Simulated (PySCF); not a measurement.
All numbers come from UPBE0 in PySCF with Hf def2-SVP with ECP60, I def2-SVP with ECP28; scalar-relativistic core potentials, no spin–orbit coupling; density-fitted integrals.

```xyz
4
charge 0 multiplicity 2, angstrom
Hf    0.0000    0.0000    0.0000
I     2.6901    0.0000    0.0000
I    -1.3450    2.3297    0.0000
I    -1.3450   -2.3297    0.0000
```

HfI₃ (doublet), along the line from Hf1 (at 0) through I2 (at 2.690 Å). Core electrons replaced by a potential are absent, the electrostatic potential uses the reduced nuclear charge, and values within about 0.7 Å of such atoms have no physical meaning.

Q: Tabulate the fields along this line at -0.81, 0.81, 0.94, 1.08, 1.21, 1.35, 1.48, 1.61, 1.75, 1.88, 3.50, 3.63, 3.77, 3.90, 4.04, 4.17, 4.30 Å.

A: 
| distance (Å) | electron density (e/Å³) | spin density (e/Å³) | electron localisation function | electrostatic potential (V) |
| --- | --- | --- | --- | --- |
| -0.81 | 1.48 | 0.0801 | 0.81 | 38.1 |
| 0.81 | 1.45 | 0.0883 | 0.657 | 38.2 |
| 0.94 | 0.789 | 0.0524 | 0.374 | 25.1 |
| 1.08 | 0.52 | 0.0313 | 0.252 | 17.6 |
| 1.21 | 0.449 | 0.0194 | 0.342 | 13.4 |
| 1.35 | 0.477 | 0.0125 | 0.572 | 11.7 |
| 1.48 | 0.566 | 0.00812 | 0.711 | 12.5 |
| 1.61 | 0.707 | 0.00509 | 0.672 | 16.4 |
| 1.75 | 0.921 | 0.00275 | 0.457 | 24.5 |
| 1.88 | 1.36 | 0.000904 | 0.24 | 39.2 |
| 3.50 | 1.34 | -0.00171 | 0.286 | 38.1 |
| 3.63 | 0.808 | -0.00198 | 0.491 | 23.1 |
| 3.77 | 0.528 | -0.0018 | 0.692 | 14.1 |
| 3.90 | 0.343 | -0.00144 | 0.778 | 8.72 |
| 4.04 | 0.217 | -0.00107 | 0.794 | 5.46 |
| 4.17 | 0.135 | -0.000754 | 0.764 | 3.48 |
| 4.30 | 0.0834 | -0.00052 | 0.69 | 2.25 |

On a grid of 0.13 Å the density has a local minimum along the bond near 1.21 Å from Hf, at 0.45 e/Å³, where the ELF is 0.34.

With open d or f shells other occupations or spin states may lie lower. No spin–orbit coupling is included, which matters more the heavier the element.
